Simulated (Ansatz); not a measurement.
Ansatz (a first-principles code) input:

Ansatz 0.2 input:
```yaml
crystal:
  periodic: [false, false, false]
  atoms:
    - {symbol: F, position_ang: [-1.81251976, -1.50158182, 0.52213575]}
    - {symbol: Si, position_ang: [-1.42748204, -0.02267086, 0.01316959]}
    - {symbol: Si, position_ang: [0.90169869, 0.05596914, -0.33182824]}
    - {symbol: F, position_ang: [1.25242363, 1.49625330, -0.93452691]}
    - {symbol: F, position_ang: [1.65904307, -0.07125776, 1.06937561]}
    - {symbol: H, position_ang: [-1.85076871, 0.95389250, 1.04005486]}
    - {symbol: H, position_ang: [-2.14894737, 0.23020594, -1.25409471]}
    - {symbol: H, position_ang: [1.47016041, -0.96099802, -1.23759888]}
basis:
  gaussian:
    orbitals: def2-TZVPD
hamiltonian:
  xc: {name: revPBE}
output: {forces: true}
```

Predict the final energy.

-880.42749 Eh (revPBE/def2-TZVPD). The basis has 233 functions.
